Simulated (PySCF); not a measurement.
**AuBr₂ at several levels of theory**

All levels use the PBE0 minimum (doublet; Au–Br 2.340 Å (×2); Br–Au–Br 180.0°), basis [Au def2-TZVP with ECP60, Br def2-TZVP], scalar-relativistic core potentials, density fitting, no spin–orbit coupling, PySCF. For vertical energies the ionised species is a triplet (spins chosen at PBE0 and kept) and the electron-attached one a singlet. Atomisation goes to high-spin ground-configuration atoms, without zero-point energy. Open shells are unrestricted, also as the reference of the correlated levels. A dash marks a value that was not computed or is not defined at that level.

```xyz
3
charge 0 multiplicity 2, angstrom
Au    0.0000    0.0000    0.0000
Br    0.0000    0.0000    2.3401
Br    0.0000    0.0000   -2.3401
```

| level | atomisation (kJ/mol) | vertical IP (eV) | vertical EA (eV) | −ε(HOMO) (eV) |
| --- | --- | --- | --- | --- |
| PBE0 | 456 | 10.07 | 4.34 | 8.05 |
| HF | 181 | 10.29 | 4.35 | 10.19 |
| MP2 | 454 | 9.70 | 4.73 | – |
| PBE | 503 | 9.64 | 3.96 | 6.75 |
| r2SCAN | 506 | 9.84 | 4.15 | 7.03 |
| B3LYP | 426 | 10.01 | 4.28 | 7.80 |
| TPSSh | 477 | 9.85 | 4.13 | 7.34 |
| wB97X | 425 | 10.47 | 4.67 | 10.19 |
| TPSS | 496 | 9.68 | 3.98 | 6.82 |

Without diffuse functions attachment energies tend to come out too low.

Open d and f shells are described by one determinant, and the ground state may have another occupation or spin. With an element this heavy the missing spin–orbit coupling can shift these numbers.
